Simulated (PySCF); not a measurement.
C3H2BrF, SMILES FC=C=CBr. Heavy atoms are numbered as in [F:1][CH:2]=[C:3]=[CH:4][Br:5]. Hydrogens are named by the atom that carries them.

The structure is a stationary point at ωB97X-D3(BJ)/def2-SVP.

Method: PBE/pcSseg-1 (PySCF).

GIAO shieldings, no solvent; atoms alike by connectivity are averaged. δ = σ(ref) − σ: ¹⁹F against CFCl3 (σ = 133.6 ppm); ¹³C against TMS (σ = 182.0 ppm); ¹H against TMS (σ = 31.49 ppm), references at their B3LYP-D3(BJ)/def2-TZVP geometries, non-relativistic (without spin–orbit terms, shifts of atoms bonded to Cl or Br come out too high).

Computed chemical shifts:
| nucleus | atoms | count | δ (ppm) |
|---|---|---|---|
| ¹⁹F | F1 | 1 | -159.7 |
| ¹³C | C3 | 1 | 209.9 |
| ¹³C | C2 (CH) | 1 | 142.6 |
| ¹³C | C4 (CH) | 1 | 110.9 |
| ¹H | H on C2 | 1 | 7.82 |
| ¹H | H on C4 | 1 | 7.06 |
